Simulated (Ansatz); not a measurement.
Geometry optimisation, RHF/def2-SVP in Ansatz.

input.yaml

```yaml
crystal:
  periodic: [false, false, false]
  atoms:
    - { symbol: W, position_ang: [0.023062, 0.07642, -0.152477] }
    - { symbol: Cl, position_ang: [-0.011404, 0.145572, 2.221888] }
    - { symbol: Cl, position_ang: [2.282593, 0.331365, -0.248094] }
    - { symbol: O, position_ang: [-0.184754, 1.885226, -0.231658] }
    - { symbol: H, position_ang: [-0.949619, 2.45054, -0.31054] }
    - { symbol: Cl, position_ang: [-2.371543, 0.266522, -0.132136] }
    - { symbol: Cl, position_ang: [-0.453734, -2.159118, -0.187629] }
    - { symbol: Cl, position_ang: [0.005898, -0.033572, -2.47754] }
    - { symbol: F, position_ang: [1.836744, -1.873915, 1.403359] }
    - { symbol: H, position_ang: [1.634657, -1.826641, 2.288729] }
basis:
  gaussian: { orbitals: def2-SVP }
hamiltonian:
  xc: hf
relax:
  f_tol: 0.03
  max_steps: 50
output:
  orbitals: {}
```

Run as:

```bash
$ ansatz run input.yaml --threads 4 --pin off --max-ram 5120MiB --backend cpu --events-out ev --progress --plain --runs-dir out
```

**Question.** Where does it end, and by what steps?

**Answer.** It converged. The force dipped under the threshold on the way, but the program's further checks kept it going. After 28 steps the energy has fallen by 0.550 eV; F9 moved furthest, 1.39 Å.

```tsv
step	energy less start (eV)	largest force component (eV/Å)	accepted
0	0.0000	0.860	yes
1	-0.1992	1.423	yes
2	-0.3273	1.715	yes
3	-0.4063	1.454	yes
4	-0.3969	1.876	no
5	-0.4528	0.806	yes
6	-0.4829	0.262	yes
7	-0.5038	0.275	yes
8	-0.5180	0.201	yes
9	-0.5296	0.150	yes
10	-0.4778	0.629	no
11	-0.5325	0.118	yes
12	-0.5350	0.031	yes
13	-0.5332	0.505	no
14	-0.5370	0.104	yes
15	-0.5385	0.173	yes
16	-0.5313	0.633	no
17	-0.5405	0.090	yes
18	-0.5413	0.166	yes
19	-0.5415	0.412	yes
20	-0.5431	0.217	yes
21	-0.5440	0.040	yes
22	-0.5451	0.022	yes
23	-0.5429	0.604	no
24	-0.5467	0.135	yes
25	-0.5467	0.348	yes
26	-0.5481	0.207	yes
27	-0.5488	0.079	yes
28	-0.5500	0.022	yes
```

```xyz
10
Properties=species:S:1:pos:R:3
W -0.237 0.182 -0.522
Cl 0.032 0.111 1.849
Cl 2.055 0.292 -0.780
O -0.359 1.966 -0.279
H -0.439 2.731 0.279
Cl -2.535 -0.019 -0.284
Cl -0.101 -2.114 -0.447
Cl -0.473 0.252 -2.798
F 2.266 -2.370 2.631
H 1.602 -1.767 2.524
```

Time of the run: 84 s on 4 threads of Arm Neoverse V2, with other jobs on the host, peak memory 0.57 GiB.
